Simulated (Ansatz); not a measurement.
```xyz
11

B    -0.592    0.011    1.491
Al   -0.197    1.612    0.346
C     1.017    0.804   -1.170
N     1.571    0.226   -1.997
Ga   -1.020   -1.580    0.307
H     0.645    0.337    1.496
H    -1.158    0.299    2.508
H     0.222    3.144    0.241
H     1.954   -0.410   -2.667
H    -2.383   -2.382    0.328
H    -0.060   -2.060   -0.883
```

Total charge 0; spin multiplicity 1. The bonds changed during the relaxation, so this is another structure than the one it started from.

(1) List the ωB97M-V/def2-TZVPP orbital energies in eV (Ansatz 0.2.0). (Best estimate.)

Results:

(1) Computed: Occupied: -10152.23, -1532.09, -1255.77, -1109.95, -1109.85, -1109.84, -397.88, -285.16, -186.17, -153.06, -116.68, -105.58, -105.31, -105.26, -76.30, -76.25, -76.10, -31.40, -24.64, -24.52, -24.50, -24.40, -24.35, -22.97, -17.74, -15.79, -15.37, -15.29, -13.71, -11.93, -11.54, -9.56, -9.06, -7.82. Lowest empty: -0.33, 0.43, 0.87, 1.44, 1.64, 2.33, 2.55, 2.89.
